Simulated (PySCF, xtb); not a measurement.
B(Cl)(F)(NCO) (CBClFNO), SMILES O=C=NB(F)Cl.

The structure is a stationary point at B3LYP-D3(BJ)/def2-SVP. The values are those of a single conformer.

These are C-PCM-B3LYP/def2-SVP (PySCF) values and carry that method's errors.

The values are the electrostatic part of the solvation free energy, E(continuum) − E(gas) at the gas-phase geometry, in a cavity of scaled van der Waals radii (PySCF's table); cavitation and dispersion terms are not included. In vacuum the orbital gap is 7.34 eV. The dipole moment in vacuum is 0.16 D.

Question: Estimate the values in water (ε = 78.36), N,N-dimethylformamide (ε = 37.22), toluene (ε = 2.37). (Estimate from the structure and the level; the computed values follow.)

Answer: 
| solvent | ε | ΔG(elec) (kcal/mol) | dipole (D) | gap (eV) |
|---|---|---|---|---|
| water | 78.36 | -2.1 | 0.16 | 7.39 |
| N,N-dimethylformamide | 37.22 | -2.1 | 0.16 | 7.39 |
| toluene | 2.37 | -1.2 | 0.16 | 7.37 |

For comparison, GFN2-xTB/ALPB(water) (xtb, at the GFN2-xTB geometry, all terms of that model) gives -0.4 kcal/mol.
